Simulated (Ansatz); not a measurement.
Ansatz (a program for electronic structure) input:
A basis named .json is the Basis Set Exchange file of that set.

Ansatz 0.2 input:
```yaml
crystal:
  periodic: [false, false, false]
  atoms:
    - {symbol: Bi, position_ang: [-0.00000000, 0.00000000, -0.00000000]}
    - {symbol: F, position_ang: [-1.76855758, -1.28239615, 0.00432289]}
    - {symbol: F, position_ang: [-0.22619998, 2.17255446, -0.03457102]}
    - {symbol: F, position_ang: [1.99475756, -0.89015832, 0.03024813]}
basis:
  gaussian:
    orbitals: def2-QZVPP.json
hamiltonian:
  xc: pbe
total_charge: -1
magnetization: {spin_polarized: true, initial_magnetization: 1}
correlation: {method: rpa, electrons: outside_noble_gas}
```

Q: What final total energy does it print?

A: -513.53365 Eh (RPA@PBE/def2-QZVPP). The basis has 253 functions.
